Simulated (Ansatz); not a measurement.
Computed with Ansatz (a quantum-chemistry and plane-wave program) with frozen-core CCSD(T)/cc-pVTZ // TPSSh-D3(BJ)/def2-TZVP.

Ansatz 0.2 input:
```yaml
crystal:
  periodic: [false, false, false]
  atoms:
    - { symbol: Ga, position_ang: [-0.000662, 0.531549, -0.000001] }
    - { symbol: H, position_ang: [-1.379003, -0.267283, 0.000005] }
    - { symbol: H, position_ang: [1.379657, -0.26386, -0.000005] }
basis:
  gaussian: { orbitals: cc-pVTZ }
correlation:
  method: ccsd_t
magnetization:
  spin_polarized: true
  initial_magnetization: 1
```

Output:

```
Functional definition: HF
436 factors; integrals over basis functions are off by at most 5.4e-4 eV
mean field evaluation 1: about -52364.9085 eV, gradient 6.4e0 eV
mean field evaluation 2: about -52364.9099 eV, gradient 6.4e0 eV
mean field evaluation 4: about -52365.5369 eV, gradient 1.3e0 eV
mean field evaluation 8: about -52365.5594 eV, gradient 2.8e-3 eV
mean field evaluation 16: about -52365.5571 eV, gradient 1.8e-1 eV
mean field evaluation 32: about -52363.5134 eV, gradient 2.6e0 eV
mean field -52365.55941591 eV, -1924.3988138838 hartree, gradient 4.8e-6 eV, S^2 0.755618; 1 other end points of the search recorded, 0 dependent functions left out
determinant -52365.55941591 eV, -1924.3988138838 hartree, with singles and doubles -52370.01029120 eV, -1924.5623805336 hartree
determinant -52363.63101948 eV, -1924.3279466219 hartree, with singles and doubles -52368.27522225 eV, -1924.4986179258 hartree
9 core orbitals not correlated
reference -52365.55941591 eV, -1924.3988138838 hartree; 8, 7 occupied and 54, 55 virtual orbitals, 436 factors
second order -3.95655083 eV of doubles, -0.00000000 eV of singles
cycle   1  -4.38191027 eV  change   -2.6e-1 eV  update   2.0e-2
cycle   2  -4.39597716 eV  change   -1.4e-2 eV  update   6.1e-3
cycle   3  -4.39800709 eV  change   -2.0e-3 eV  update   2.5e-3
cycle   4  -4.40029067 eV  change   -2.3e-3 eV  update   7.4e-4
cycle   5  -4.40024368 eV  change    4.7e-5 eV  update   3.0e-4
cycle   6  -4.40041683 eV  change   -1.7e-4 eV  update   1.1e-4
cycle   7  -4.40040614 eV  change    1.1e-5 eV  update   4.0e-5
cycle   8  -4.40042197 eV  change   -1.6e-5 eV  update   1.4e-5
perturbative correction -0.19894697 eV, -0.0073111662 hartree
Total energy: -52370.15878486 eV, -1924.5678375749 hartree
```

Cost: about 6 core-seconds (a rough figure).
